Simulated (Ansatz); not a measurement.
`N[BH][GeH3]` + H₂O → `O[BH][GeH3]` + NH₃ at 600 K and 1 bar (formal hydrolysis of a B–N bond).

Isolated molecules relaxed with PBE0-D4/def2-TZVP in Ansatz; ΔE leaves out vibrations. CCSD(T)/CBS is the MP2 limit (def2-TZVPP, def2-QZVPP) plus CCSD(T) − MP2 in def2-TZVPP, frozen cores. This one scheme is used for every species. For Ge outer-core shells are correlated without core-valence functions, which leaves a few kJ/mol of doubt a bond. Scalar relativity is left out up to krypton. One conformer a species, not always the lowest.

| species | CCSD(T)/CBS energy (Eh) | H − E (kJ/mol) | S (J/(mol·K)) |
| --- | --- | --- | --- |
| `N[BH][GeH3]` | -2159.24602 | 216.7 | 384.2 |
| H₂O | -76.37941 | 76.8 | 212.8 |
| `O[BH][GeH3]` | -2179.11235 | 180.3 | 379.9 |
| NH₃ | -56.50880 | 112.4 | 219.5 |

H − E and S are ideal-gas, rigid-rotor, harmonic terms from PBE0-D4/def2-TZVP, for one conformer and one mirror image of each species. 1 Eh = 2625.50 kJ/mol, R = 8.31446 J/(mol·K).

Problem. By hand: ΔE, ΔH, ΔS and ΔG.

Solution. ΔE = (-2179.11235) + (-56.50880) − (-2159.24602) − (-76.37941) = 0.00428 Eh = 11.2 kJ/mol. Δ(H − E) = 180.3 + 112.4 − 216.7 − 76.8 = -0.8, so ΔH = 10.4 kJ/mol. ΔS = 379.9 + 219.5 − 384.2 − 212.8 = 2.4 J/(mol·K). ΔG = 10.4 − 600 × (2.4)/1000 = 9.0 kJ/mol.

Problem. By hand: the equilibrium constant, and the temperature at which ΔG would vanish if ΔH and ΔS stayed fixed.

Solution. log₁₀ K = −ΔG/(RT ln 10) = -0.8. ΔG = 0 at ΔH/ΔS = 4333 K, far beyond where these terms or the molecules hold.

The number of gas molecules stays the same, so ΔS is small and ΔH decides. A doubt of 5 kJ/mol in ΔE shifts log₁₀ K by 0.4 here. Other conformers and mirror images would add mixing entropy, several J/(mol·K) or more a flexible species. These are equilibria of isolated gas molecules and say nothing of rates. Largest T1 diagnostic: 0.013 (customary marks: 0.02 for closed shells, 0.045 for open ones).
